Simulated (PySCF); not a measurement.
Telling isomers of C6H2FNO2 apart by NMR

PySCF 2.14 calculation with coordinates at the GFN2-xTB level and shielding tensors at PBE0/pcSseg-1 (GIAO); fast rotation and ring inversion assumed for equivalent nuclei, one conformer, gas phase, non-relativistic Hamiltonian.

Scale: ¹H (σref 31.72), ¹³C (σref 186.93) against TMS (reference shieldings calculated alike). Splittings of carbon signals by F and P are missing where no couplings were computed. Where no couplings were computed, multiplicities follow the n + 1 count of equivalent neighbours, and m marks all less simple cases (inequivalent or close neighbours, rings, F or P nearby). Shifts are as computed. Against solution values, carbons near 30 ppm lie about +3 ppm off and those near 130 ppm about +5 ppm. Of 1211 compounds with measured shifts, 218 miss one by over three times the rms of a fit or turn the order of signals round; such compounds aren't used in these exercises.

(1) Tabulate the signals of `N#CC1=CC(=O)[C@H](F)C1=O`, `N#Cc1coc(C(=O)F)c1` and their relative energies.

(2) What is the quickest way to tell N#CC1=CC(=O)[C@H](F)C1=O from N#Cc1coc(C(=O)F)c1?

Answers

(1) 
| SMILES | carbon types | δC | δH | E rel. (kcal/mol) |
| --- | --- | --- | --- | --- |
| N#CC1=CC(=O)[C@H](F)C1=O | 4×C 2×CH | 198.5, 194.6, 158.5, 138.5, 116.1, 91.5 | 7.48 (m, 1H), 5.27 (m, 1H) | 22.8 |
| N#Cc1coc(C(=O)F)c1 | 4×C 2×CH | 162.1, 154.8, 146.8, 135.8, 115.8, 108.1 | 8.14 (m, 1H), 7.84 (m, 1H) | 0.0 |

Energies are electronic energies at PBE0/pcSseg-1 on these geometries, without zero-point or thermal terms, each for the one conformer computed, which needn't be the lowest.

(2) Both give the same number of carbon signals, with the same numbers of each carbon type, so the positions decide. The first has an sp3 CH bonded to F, α to a carbonyl at 91.5 ppm, the second an aromatic CH at 135.8 ppm. Their most deshielded carbons lie at 198.5 and 162.1 ppm. In the proton spectra the most deshielded non-exchanging signals are 7.48 (m, 1H) and 8.14 (m, 1H).
